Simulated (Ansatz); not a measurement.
```xyz
9

O    -2.574   -1.187    0.092
Al   -1.108   -0.778   -0.620
Br   -0.748   -1.446   -2.721
O     0.062    0.098    0.192
Si    1.468    0.880    0.452
H    -2.804   -0.938    0.986
H     1.184    2.271    0.890
H     2.233    0.181    1.518
H     2.287    0.919   -0.788
```

Charge 0, multiplicity 1.

Q: List the PBE/def2-TZVPP orbital energies in eV (Ansatz 0.2.0). (Estimate.)

A: Computed: Occupied: -13088.88, -1780.08, -1682.02, -1516.38, -1516.33, -1516.33, -1507.59, -510.32, -510.27, -228.81, -170.94, -170.80, -170.77, -137.74, -107.83, -94.52, -94.45, -94.45, -69.91, -69.75, -69.70, -67.61, -67.58, -67.56, -67.46, -67.45, -24.69, -24.33, -19.19, -13.81, -12.70, -10.95, -9.66, -9.56, -9.08, -8.41, -8.16, -7.63, -7.59, -7.47, -7.28. Lowest empty: -1.82, -0.82, -0.21, 0.56, 0.88, 0.92, 1.02, 1.71.
